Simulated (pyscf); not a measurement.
A first-order saddle from PySCF, ωB97X-D3(BJ)/def2-SVP:

```xyz
8

In     1.0511     0.6327    -1.4175
Cl     2.3553     2.4277    -0.7080
O     -0.3466    -0.2202    -0.0227
Si    -1.2249    -0.6921     1.3057
H     -0.0864    -0.6868    -1.4968
H     -0.7218    -1.9878     1.8580
H     -2.6648    -0.8769     0.9490
H     -1.1374     0.3389     2.3853
```

Surface: singlet, charge 0. Lowest wavenumbers (cm⁻¹): 1344i, 23, 41, 60, 148.

**Question.** Which two sides does it connect, and which bonds change?

**Answer.** `[Cl][In]` [singlet] + `[OH][SiH3]` <-> `[SiH3][O][InH][Cl]`, an insertion read from left to right: H–O broken and In–O, H–In formed. At ωB97M-D3(BJ)/def2-TZVP it lies +51.9 kcal/mol from the left side and +43.1 kcal/mol from the right (each side as separated species at their lowest minima found). On the reactant side the descent ends in a bound adduct (not fully relaxed), 10.2 kcal/mol under the separated species and 60.7 kcal/mol under the saddle at ωB97X-D3(BJ)/def2-TZVP. One saddle was located; it need not be the lowest between these sides. Elements past Kr carry the def2 core potentials, without spin-orbit coupling.
